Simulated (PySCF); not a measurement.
Precursor series Cd OH-NH2. Isolated molecules, 0 K electronic values unless said otherwise. One relaxed conformer stands for each flexible species; it need not be the lowest.

These are TPSSh-D3(BJ)/def2-TZVP // r2SCAN-D4/def2-SVP in PySCF values and carry that method's errors. 

```
species                                    mean distance from the central atom to its bonded neighbours (Å)  charge on the central atom (Mulliken) (e)  HOMO–LUMO gap (eV)  LUMO (eV)
-----------------------------------------  ----------------------------------------------------------------  -----------------------------------------  ------------------  ---------
0 of 2 OH replaced by NH2 ([Cd(OH)2])                                                                   [?]                                        [?]                5.33      -1.81
1 of 2 OH replaced by NH2 ([Cd(OH)(NH2)])                                                             1.984                                       0.78                4.99      -1.37
2 of 2 OH replaced by NH2 ([Cd(NH2)2])                                                                2.005                                        [?]                4.98      -0.92
```

Task: Fill in the missing entries.

Result: 
- 0 of 2 OH replaced by NH2 ([Cd(OH)2]), mean distance from the central atom to its bonded neighbours (Å): 1.961
- 0 of 2 OH replaced by NH2 ([Cd(OH)2]), charge on the central atom (Mulliken) (e): 0.85
- 2 of 2 OH replaced by NH2 ([Cd(NH2)2]), charge on the central atom (Mulliken) (e): 0.75
